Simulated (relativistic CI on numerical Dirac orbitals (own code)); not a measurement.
## Ligand-field terms of d9

Computed with a parametric ligand-field model of a d^n configuration (Racah B and C, spin-orbit zeta, crystal field), exact diagonalisation.

Field parameters in Wybourne normalisation: Oh B⁴₀ = 21Dq, B⁴₄ = √(5/14) B⁴₀; Td as Oh with Dq negative (B⁴₀ = 21Dq, B⁴₄ = √(5/14) B⁴₀). The field is a parameter set, without covalency.

(1) Ground term and bands for B = 690, C = 2460, ζ = 0 cm⁻¹, Td, 10Dq = -7500 cm⁻¹?

(2) Ground term and bands for B = 410, C = 1830, ζ = 0 cm⁻¹, Td, 10Dq = -6650 cm⁻¹?

(3) Ground term and bands for B = 910, C = 4380, ζ = 0 cm⁻¹, Oh, 10Dq = 19400 cm⁻¹?

(4) Ground term and bands for B = 710, C = 2510, ζ = 0 cm⁻¹, Oh, 10Dq = 7700 cm⁻¹?

(5) Ground term and bands for B = 340, C = 1710, ζ = 0 cm⁻¹, Td, 10Dq = -10750 cm⁻¹?

## Answers

(1) Ground term 2T2 with 4.00 electrons in the two orbitals of the cubic e set. Spin-allowed: 2E 7500 cm⁻¹ (1333 nm). Lowest spin-forbidden: none.

(2) Ground term 2T2 with 4.00 electrons in the two orbitals of the cubic e set. Spin-allowed: 2E 6650 cm⁻¹ (1504 nm). Lowest spin-forbidden: none.

(3) Ground term 2E with 3.00 electrons in the two orbitals of the cubic e set. Spin-allowed: 2T2 19400 cm⁻¹ (515 nm). Lowest spin-forbidden: none.

(4) Ground term 2E with 3.00 electrons in the two orbitals of the cubic e set. Spin-allowed: 2T2 7700 cm⁻¹ (1299 nm). Lowest spin-forbidden: none.

(5) Ground term 2T2 with 4.00 electrons in the two orbitals of the cubic e set. Spin-allowed: 2E 10750 cm⁻¹ (930 nm). Lowest spin-forbidden: none.
